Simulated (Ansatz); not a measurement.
Steps of a relaxation of CH8BNSi, SMILES `B[SiH2]CN` with RKS PBE0-D4/def2-TZVP.

```sh
$ ansatz run in.yaml --threads 2 --pin off --events-out ev --progress --plain --max-ram 4352MiB
```

```yaml
crystal:
  periodic: [false, false, false]
  atoms:
    - {symbol: B, position_ang: [-0.943861, 2.200664, 0.017628]}
    - {symbol: Si, position_ang: [-0.610450, 0.286991, 0.555575]}
    - {symbol: C, position_ang: [0.806891, -0.577074, -0.387097]}
    - {symbol: N, position_ang: [0.966128, -1.964130, 0.043371]}
    - {symbol: H, position_ang: [-0.290221, 2.778441, -0.832820]}
    - {symbol: H, position_ang: [-1.831025, 2.835687, 0.558440]}
    - {symbol: H, position_ang: [-0.361684, 0.224293, 2.046025]}
    - {symbol: H, position_ang: [-1.886970, -0.496332, 0.314817]}
    - {symbol: H, position_ang: [0.638076, -0.411678, -1.486036]}
    - {symbol: H, position_ang: [1.732967, -0.008397, -0.145146]}
    - {symbol: H, position_ang: [1.735343, -2.418295, -0.466860]}
    - {symbol: H, position_ang: [0.121807, -2.505271, -0.183596]}
basis:
  gaussian: {orbitals: def2-TZVP}
hamiltonian: {xc: pbe0, dispersion: d4}
relax: {f_tol: 0.005, max_steps: 150}
```

Positions (Å) and forces (eV/Å) along the path, 11 of 23 steps:

```xyz
12
step=1 energy=-11203.9854 eV
B    -0.944    2.201    0.018   -0.044    0.365   -0.093
Si   -0.610    0.287    0.556   -0.002   -0.329    0.098
C     0.807   -0.577   -0.387    0.084    0.546   -0.168
N     0.966   -1.964    0.043   -0.068   -0.432   -0.640
H    -0.290    2.778   -0.833   -0.268   -0.218    0.328
H    -1.831    2.836    0.558    0.345   -0.248   -0.215
H    -0.362    0.224    2.046   -0.030    0.037   -0.329
H    -1.887   -0.496    0.315    0.254    0.176    0.029
H     0.638   -0.412   -1.486    0.104   -0.209    0.583
H     1.733   -0.008   -0.145   -0.420   -0.332   -0.092
H     1.735   -2.418   -0.467   -0.448    0.294    0.318
H     0.122   -2.505   -0.184    0.494    0.349    0.183
12
step=3 energy=-11204.0322 eV
B    -0.945    2.185    0.010    0.061    0.019    0.065
Si   -0.605    0.281    0.554   -0.015   -0.032   -0.029
C     0.803   -0.562   -0.378   -0.009    0.010    0.015
N     0.960   -1.953    0.028   -0.015   -0.006   -0.033
H    -0.303    2.755   -0.823   -0.010    0.000   -0.037
H    -1.809    2.812    0.549   -0.027   -0.008   -0.012
H    -0.353    0.227    2.023    0.004    0.012    0.013
H    -1.863   -0.492    0.307   -0.021   -0.015   -0.001
H     0.647   -0.410   -1.458    0.000    0.004   -0.020
H     1.719   -0.015   -0.128    0.030    0.005    0.007
H     1.708   -2.402   -0.486    0.020    0.006    0.006
H     0.118   -2.480   -0.163   -0.018    0.005    0.027
12
step=4 energy=-11204.0327 eV
B    -0.936    2.186    0.017   -0.040   -0.030   -0.040
Si   -0.605    0.278    0.553    0.013    0.016    0.015
C     0.805   -0.560   -0.378   -0.006   -0.027    0.019
N     0.959   -1.951    0.026   -0.001    0.011   -0.010
H    -0.307    2.751   -0.829    0.021    0.014    0.001
H    -1.811    2.807    0.546    0.001    0.013    0.021
H    -0.353    0.228    2.023    0.004   -0.007    0.016
H    -1.863   -0.495    0.307   -0.011    0.001   -0.006
H     0.651   -0.405   -1.458    0.000    0.007   -0.029
H     1.722   -0.016   -0.124    0.020    0.011    0.007
H     1.703   -2.403   -0.490    0.018   -0.006   -0.005
H     0.113   -2.476   -0.158   -0.019   -0.003    0.011
12
step=6 energy=-11204.0331 eV
B    -0.941    2.183    0.012   -0.001    0.001    0.001
Si   -0.603    0.278    0.554    0.006    0.008    0.001
C     0.809   -0.558   -0.376   -0.001   -0.009    0.006
N     0.960   -1.952    0.023   -0.008    0.001   -0.011
H    -0.309    2.750   -0.831    0.000   -0.001   -0.002
H    -1.812    2.806    0.546   -0.002    0.000    0.001
H    -0.352    0.228    2.025   -0.002   -0.002    0.000
H    -1.861   -0.497    0.306    0.001   -0.003   -0.002
H     0.657   -0.400   -1.457   -0.001    0.003   -0.003
H     1.726   -0.016   -0.118    0.002    0.001    0.001
H     1.696   -2.408   -0.502    0.002    0.001    0.003
H     0.108   -2.470   -0.148    0.003   -0.001    0.005
12
step=12 energy=-11204.0331 eV rejected
B    -0.947    2.181    0.008    0.030    0.018    0.039
Si   -0.598    0.280    0.558   -0.009    0.002   -0.012
C     0.817   -0.557   -0.369    0.003    0.001    0.000
N     0.957   -1.953    0.021   -0.011   -0.004   -0.007
H    -0.357    2.731   -0.877   -0.010   -0.007   -0.015
H    -1.781    2.821    0.581   -0.007   -0.011   -0.012
H    -0.361    0.215    2.030   -0.003    0.003   -0.007
H    -1.857   -0.487    0.290    0.005   -0.006    0.002
H     0.673   -0.389   -1.449   -0.002    0.001    0.006
H     1.736   -0.021   -0.101   -0.003   -0.001   -0.001
H     1.693   -2.411   -0.502   -0.004    0.004    0.004
H     0.102   -2.465   -0.156    0.010   -0.001    0.002
12
step=18 energy=-11204.0334 eV rejected
B    -0.945    2.183    0.010   -0.003   -0.005   -0.012
Si   -0.594    0.283    0.563   -0.003   -0.001    0.000
C     0.821   -0.555   -0.361    0.003    0.002    0.002
N     0.951   -1.954    0.020   -0.003    0.001    0.000
H    -0.409    2.704   -0.926   -0.006   -0.003    0.015
H    -1.743    2.840    0.614    0.007    0.003   -0.003
H    -0.372    0.200    2.035    0.002    0.000    0.003
H    -1.855   -0.475    0.275   -0.004    0.003   -0.001
H     0.682   -0.378   -1.441    0.000   -0.002   -0.007
H     1.741   -0.027   -0.086    0.005    0.001    0.003
H     1.698   -2.408   -0.490    0.003   -0.002   -0.003
H     0.101   -2.465   -0.178   -0.001    0.003    0.003
12
step=19 energy=-11204.0334 eV
B    -0.945    2.182    0.010    0.003    0.003    0.000
Si   -0.595    0.282    0.561   -0.002    0.000   -0.001
C     0.821   -0.555   -0.363   -0.001    0.001    0.000
N     0.953   -1.954    0.021   -0.002   -0.002   -0.001
H    -0.397    2.710   -0.914   -0.004   -0.002    0.003
H    -1.752    2.835    0.607    0.002   -0.001   -0.003
H    -0.369    0.203    2.034    0.000    0.000    0.000
H    -1.856   -0.478    0.278    0.000    0.000    0.000
H     0.680   -0.381   -1.443    0.000   -0.001   -0.002
H     1.740   -0.026   -0.090    0.002    0.001    0.001
H     1.697   -2.409   -0.493    0.001    0.000   -0.001
H     0.101   -2.465   -0.172    0.001    0.002    0.002
12
step=20 energy=-11204.0334 eV
B    -0.945    2.182    0.010    0.000    0.003   -0.003
Si   -0.595    0.282    0.563   -0.001    0.001    0.000
C     0.821   -0.555   -0.362    0.001    0.000    0.000
N     0.952   -1.954    0.020   -0.001   -0.001   -0.002
H    -0.407    2.703   -0.924   -0.004   -0.003    0.007
H    -1.742    2.840    0.613    0.004   -0.002   -0.003
H    -0.372    0.199    2.035    0.000    0.000    0.000
H    -1.857   -0.475    0.275    0.000    0.000    0.000
H     0.682   -0.379   -1.442    0.000    0.000   -0.001
H     1.741   -0.026   -0.087    0.000    0.001    0.001
H     1.698   -2.408   -0.492    0.000    0.000    0.000
H     0.101   -2.465   -0.176    0.001    0.001    0.002
12
step=21 energy=-11204.0334 eV
B    -0.945    2.182    0.010   -0.001    0.002   -0.003
Si   -0.595    0.282    0.563   -0.001    0.001    0.000
C     0.821   -0.554   -0.362    0.001    0.000    0.000
N     0.953   -1.954    0.020    0.000   -0.001   -0.001
H    -0.409    2.702   -0.925   -0.003   -0.002    0.006
H    -1.741    2.841    0.614    0.004   -0.001   -0.002
H    -0.373    0.199    2.035    0.000    0.000    0.000
H    -1.857   -0.475    0.275    0.000    0.000    0.000
H     0.682   -0.379   -1.441    0.000    0.000    0.000
H     1.741   -0.026   -0.086    0.000    0.000    0.000
H     1.698   -2.408   -0.493   -0.001    0.000    0.000
H     0.101   -2.464   -0.175    0.001    0.001    0.001
12
step=22 energy=-11204.0334 eV
B    -0.946    2.181    0.010    0.005    0.005    0.002
Si   -0.595    0.282    0.563   -0.003    0.000   -0.001
C     0.822   -0.554   -0.360    0.003   -0.002    0.000
N     0.953   -1.953    0.021    0.004    0.004    0.000
H    -0.419    2.696   -0.934   -0.003   -0.002    0.002
H    -1.730    2.847    0.621    0.000   -0.003   -0.002
H    -0.377    0.193    2.036    0.000    0.001    0.000
H    -1.857   -0.474    0.269    0.000    0.000    0.000
H     0.684   -0.377   -1.440    0.000    0.001    0.000
H     1.742   -0.025   -0.084   -0.001   -0.001   -0.001
H     1.698   -2.408   -0.494   -0.001    0.000    0.001
H     0.101   -2.463   -0.174   -0.003   -0.002   -0.001
12
step=23 energy=-11204.0334 eV
B    -0.945    2.181    0.010   -0.001    0.001   -0.001
Si   -0.595    0.282    0.563    0.000    0.001    0.000
C     0.822   -0.554   -0.361    0.001   -0.002    0.000
N     0.953   -1.953    0.021    0.003    0.002    0.000
H    -0.415    2.698   -0.931    0.000    0.000    0.001
H    -1.734    2.844    0.618    0.001   -0.001    0.000
H    -0.376    0.195    2.035    0.000    0.000    0.000
H    -1.857   -0.474    0.271    0.000    0.000    0.000
H     0.684   -0.378   -1.441    0.000    0.001    0.000
H     1.742   -0.025   -0.085   -0.001   -0.001   -0.001
H     1.697   -2.408   -0.494   -0.001    0.000    0.000
H     0.101   -2.464   -0.173   -0.002   -0.001   -0.001
```

It took 100 s on 2 threads of an Arm Neoverse V1 on a shared host, with 0.39 GiB of host memory at the peak.
